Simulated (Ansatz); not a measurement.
Mulliken charges of CH4O2SSi (`O[SiH2]OC=S`) from PBE/def2-TZVPP in Ansatz (PBE0-D4/def2-TZVP geometry).

```tsv
atom	x (Å)	y (Å)	z (Å)	charge (e)
O1	0.478	1.017	1.616	-0.331
Si2	0.919	-0.061	0.478	0.471
O3	-0.021	0.084	-0.899	-0.176
C4	-1.217	-0.466	-1.086	0.081
S5	-2.161	-0.185	-2.355	-0.208
H6	0.629	1.951	1.465	0.197
H7	2.292	0.161	-0.018	-0.065
H8	0.687	-1.394	1.071	-0.061
H9	-1.517	-1.155	-0.288	0.092
```

Problem. By hand: the dipole of these point charges (1 e Å = 4.8032 D).

Solution. Σ q r = (0.423, -0.027, 0.448) e Å, of length 0.617 e Å = 2.96 D.

Problem. How does the dipole of the full density compare? (An estimate is asked.)

Solution. The calculation gave: (0.450, 0.130, 0.457) e Å, 3.14 D; the point charges give 0.94 times that, at 14° from its direction.

Point charges leave out the atoms' own dipoles, such as those of lone pairs, and Mulliken's split depends on the basis, so the close match here is no proof of good charges.
